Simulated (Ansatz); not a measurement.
Consider the cleavage of the B–Al bond: `[BH2][Al]([CH3])[CH3]` + `[CH3][GeH]([NH2])[F]` → `B[NH][GeH]([CH3])[F]` + `[CH3][AlH][CH3]`.

Isolated molecules relaxed with PBE0-D4/def2-TZVP in Ansatz; ΔE leaves out vibrations. CBS: MP2 limit from def2 TZ/QZ plus the TZ coupled-cluster correction, frozen cores. Functionals use def2-TZVPP. For Ge outer-core shells are correlated without core-valence functions, which leaves a few kJ/mol of doubt a bond. Scalar relativity is left out up to krypton. Each species was taken in one conformer, which may not be the lowest.

(1) Is it downhill or uphill in electronic energy at CCSD(T)/CBS, and by how much? (Best estimate.)

(2) What do these levels give: PBE-D4, B97M-V, B2PLYP, PBE0, MP2/def2-SVP, MP2/def2-TZVPP? (An estimate is asked.)

Largest T1 diagnostic among the species: 0.012.

## Answers

(1) Computed: Downhill: ΔE = -1.78 eV.

(2) Computed: PBE-D4 -1.75, B97M-V -1.91, B2PLYP -1.85, PBE0 -1.75, MP2/def2-SVP -2.06, MP2/def2-TZVPP -1.89 eV.

From BLYP to BHLYP (50 % exact exchange), in def2-TZVPP and without D4, ΔE moves by −0.04 eV. Leaving LDA and LC-ωPBE aside and taking each functional with its dispersion term where it has one, the values, not all of them listed here, spread over 0.17 eV, from B97M-V to revPBE-D4. LDA lies −0.15 eV from PBE without D4.
